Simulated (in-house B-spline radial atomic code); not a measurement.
A run on Mo5+ (an excited or competing configuration) that did not converge. Method: scalar-relativistic (X2C) wB97X, spin-polarised, spherical fractional occupations, exact exchange averaged over the configuration, Fermi nucleus of rms radius 4.4091 fm; computed with a B-spline radial code for spherical atoms.

Command:
```bash
python run_scf.py task.json out
```
Settings (nuclear radius in fm, mass in u):
```
Z                42
configuration    [Kr] 4f1
hamiltonian      x2c
method           wb97x
spin_polarised   True
nucleus          fermi
rms_radius       4.4091
atomic_mass      97.9054
speed_of_light   137.035999084
exact_exchange   averaged over the configuration
```

First and last ten iterations of the last attempt (damped for 15 steps, keeping 80 % of the old Fock matrix, then DIIS):
```
 iter        energy (Eh)    residual
    1       -4036.741562    5.12e-01
    2       -4040.866091    2.38e-01
    3       -4041.425659    1.60e-01
    4       -4041.699042    1.06e-01
    5       -4041.831894    7.21e-02
    6       -4041.896358    5.22e-02
    7       -4041.927701    3.80e-02
    8       -4041.943019    2.79e-02
    9       -4041.950564    2.07e-02
   10       -4041.954320    1.55e-02
  111       -4041.958285    3.25e-06
  112       -4041.958285    3.31e-06
  113       -4041.958285    3.46e-06
  114       -4041.958285    9.48e-07
  115       -4041.958285    9.96e-07
  116       -4041.958285    6.72e-07
  117       -4041.958285    2.44e-06
  118       -4041.958285    2.59e-06
  119       -4041.958285    2.91e-06
  120       -4041.958285    1.82e-06
 not converged after 120 iterations
```

The smallest residual met was 6.7e-07; the threshold is about 4e-07. Over the last five steps the energy moves by less than 2e-08 hartree, but the orbitals didn't meet the threshold. Run time, properties included: 10 s on 1 thread of AMD EPYC 9R45 96-Core Processor, with other jobs on the host.
